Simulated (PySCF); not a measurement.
One of the candidates below gave these computed data.

All candidates are C5H10FNSi.

* Rotational structure: rotational constants A, B, C: 1.899, 1.610, 1.004 GHz [GFN2-xTB]
* UV, strongest line: among the 8 lowest singlet transitions: S6 at 7.59 eV (163 nm, f = 0.029) [TDDFT CAM-B3LYP/def2-SVPD]
* UV, first state: lowest singlet excitation: 6.37 eV (195 nm, f = 0.009) [TDDFT CAM-B3LYP/def2-SVPD]
* 13C NMR: chemical shifts (computed TMS as zero) by class: 90.5 (1 C), 64.3 (1 C), 25.8 (1 C), 13.7 (2 C) ppm [GIAO PBE0/pcSseg-1]
* Triplet: lowest triplet excitation (Tamm–Dancoff): 6.08 eV [TDA CAM-B3LYP/def2-SVPD]
* 1H NMR: chemical shifts (computed TMS as zero) by class: 4.58 (3 H), 4.55 (2 H), 2.04 (2 H), 1.62 (1 H), 1.41 (1 H), 0.44 (1 H) ppm [GIAO PBE0/pcSseg-1]
* Polarisability: 87.2 au [CAM-B3LYP/def2-SVPD]

Electronic properties: PySCF, gas phase, density fitting. Levels stand in brackets. One conformer (not necessarily the lowest) at the GFN2-xTB geometry, without solvent, vibrations or thermal averaging. NMR values are class means; diastereotopic atoms form classes of their own.

Problem. Which candidate is it?
A. `[H]/N=C1\CCC[C@@H]1[SiH2]F`
B. `C=NC[SiH2]CC(=C)F`
C. `FC[C@@]1(N[SiH3])[C@@H]2C[C@@H]21`

Solution. C. It is `FC[C@@]1(N[SiH3])[C@@H]2C[C@@H]21`. Numbering: `[F:1][CH2:2][C@@:3]1([NH:4][SiH3:5])[C@@H:6]2[CH2:7][C@H:8]12`. Its formula, C5H10FNSi, gives 2 degrees of unsaturation: 2 rings and 0 π bonds in the structure found. 5 carbons fall into 4 classes; from least to most shielded: sp3 C–F carbon [C2] (90.5 ppm), ring sp3 carbon bound to nitrogen [C3] (64.3 ppm), three-membered-ring carbon [C7] (25.8 ppm), sp3 carbon at a ring junction [C6/C8] (13.7 ppm, 2 C, up to 6.7 ppm apart in this geometry). Hydrogen classes from least to most shielded: 3 H on an SiH3 silicon, Si5 (4.58 ppm), 2 H on an sp3 C–F carbon, C2 (4.55 ppm, a mean of values up to 0.9 ppm apart in this geometry), 2 H on 2 like atoms (sp3 carbon at a ring junction), C6/C8 (2.04 ppm, a mean of values up to 0.5 ppm apart in this geometry), 1 H on a three-membered-ring carbon, C7 (1.62 ppm), 1 H on a three-membered-ring carbon, C7 (1.41 ppm), 1 H on a silicon-bound nitrogen, N4 (0.44 ppm). The optimised geometry has point group C1 and is an asymmetric top.

The others, at the same levels:
- `[H]/N=C1\CCC[C@@H]1[SiH2]F` fails: it has 5 carbon classes against 4; its computed 13C shifts are 190.9 (1 C), 40.9 (1 C), 40.0 (1 C), 29.0 (1 C), 27.2 (1 C) ppm, 1H shifts are 10.07 (1 H), 5.05 (1 H), 4.92 (1 H), 2.83 (1 H), 2.32 (1 H), 2.25 (1 H), 2.17 (1 H), 2.09 (1 H), 1.89 (1 H), 1.88 (1 H) ppm and lowest singlet excitation is 5.20 eV (239 nm, f = 0.004) (against 6.37 eV).
- `C=NC[SiH2]CC(=C)F` fails: it has 5 carbon classes against 4; its computed 13C shifts are 174.6 (1 C), 153.7 (1 C), 94.8 (1 C), 50.5 (1 C), 17.5 (1 C) ppm, 1H shifts are 7.70 (1 H), 7.14 (1 H), 4.84 (1 H), 4.74 (1 H), 4.14 (2 H), 3.79 (2 H), 2.10 (2 H) ppm and lowest singlet excitation is 4.94 eV (251 nm, f = 0.001) (against 6.37 eV).

Each candidate is one conformer, not necessarily the lowest. The conformers computed, where there is a choice (atom-mapped SMILES and torsion angles):
- `[F:1][CH2:2][C@@:3]1([NH:4][SiH3:5])[C@@H:6]2[CH2:7][C@H:8]12`: F1–C2–C3–N4 -61°, C2–C3–N4–Si5 -83°
- `[CH2:1]=[N:2][CH2:3][SiH2:4][CH2:5][C:6](=[CH2:7])[F:8]`: C1–N2–C3–Si4 -112°, N2–C3–Si4–C5 -49°, C3–Si4–C5–C6 -64°, Si4–C5–C6–C7 99°

The conformers of `[H]/N=C1\CCC[C@@H]1[SiH2]F` aren't listed.
